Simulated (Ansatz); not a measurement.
Molecule: sum formula H7SiN2O2, net charge 1, singlet state. It need not be the lowest isomer of its formula. 
Structure (B3LYP-D3(BJ)/def2-TZVP (Ansatz, a program for electronic structure) minimum search):
```xyz
12

Si     0.0837    -0.1538     0.0762
O     -0.3393    -1.1933    -1.0763
O      1.5758     0.4456     0.1259
N     -0.6868     1.3526    -0.7498
N     -0.6107    -0.4349     1.5656
H     -0.1739    -2.1401    -1.0644
H      2.3407     0.0118     0.5142
H     -1.6885     1.2305    -0.9050
H     -0.5564     2.1992    -0.1943
H     -0.2494    -0.0614     2.4298
H     -1.4001    -1.0461     1.7075
H     -0.2547     1.5169    -1.6620
```
Charge +1, spin multiplicity 1.

Parts of the frozen-core correlation energy in STO-3G (Ansatz, hartree). Frozen orbitals: 9; correlated occupied orbitals by spin: 16 and 16; virtual: 11 and 11. Spin-orbit coupling is left out. Non-relativistic.

| term | value |
|---|---|
| reference (HF) | -544.78712 |
| MP2 opposite-spin | ___ |
| MP2 same-spin | ___ |
| CCSD correlation | -0.24869 |
| (T) | ___ |
| T1 diagnostic | 0.011 |
| largest doubles amplitude | 0.054 |

Fill in the missing entries.


- MP2 opposite-spin, value: -0.17020
- MP2 same-spin, value: -0.02997
- (T), value: -0.00508
